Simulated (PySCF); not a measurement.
C₃H₅Cl₂F, SMILES C[C@@H](F)C(Cl)Cl. Atoms are numbered in the order given.

```xyz
11

C     -2.3040     0.3278     0.0823
C     -0.9298     0.3550     0.7066
F     -0.7370    -0.7827     1.4406
C      0.1969     0.4972    -0.3091
Cl     1.7614     0.6358     0.5191
Cl     0.2138    -0.8493    -1.4685
H     -2.3965    -0.5334    -0.5936
H     -3.0597     0.2404     0.8749
H     -2.4980     1.2500    -0.4846
H     -0.8318     1.2198     1.3883
H      0.0609     1.4180    -0.8906
```
Charge 0, spin multiplicity 1.

Geometry: PBE0-D3(BJ)/def2-SVP. The structure was generated by enumeration; whether it is a known compound was not checked. The values are those of a single conformer.

Two levels are set side by side: PBE/pcSseg-1 (PySCF) and PBE0/pcSseg-1 (PySCF). GIAO shifts against CFCl3 (¹⁹F), HCl (³⁵Cl), TMS (¹H), TMS (¹³C) at the same level; non-relativistic, no solvent, atoms listed together averaged. Without spin–orbit terms, shifts of atoms bonded to Cl or Br come out too high at both levels. Differences are taken from unrounded values.

```tsv
quantity	PBE0
δ(¹³C) of C1 (ppm)	21.6
δ(¹³C) of C2 (ppm)	94.3
δ(¹⁹F) of F3 (ppm)	-219.7
δ(¹³C) of C4 (ppm)	88.7
δ(¹H) of H10 (ppm)	4.81
δ(¹H) of H11 (ppm)	5.57
```

### Question
What does PBE give, and how far is it from PBE0? (An estimate is asked for; the answer gives what the named calculation found.)

### Answer

| quantity | PBE | PBE minus PBE0 |
|---|---|---|
| δ(¹³C) of C1 (ppm) | 22.3 | 0.7 |
| δ(¹³C) of C2 (ppm) | 98.4 | 4.1 |
| δ(¹⁹F) of F3 (ppm) | -236.3 | -16.6 |
| δ(¹³C) of C4 (ppm) | 94.3 | 5.7 |
| δ(¹H) of H10 (ppm) | 5.01 | 0.20 |
| δ(¹H) of H11 (ppm) | 5.92 | 0.35 |

Rough cost on one machine, each run with all the roots and properties that it gave: PBE0 against PBE within a factor of 2.
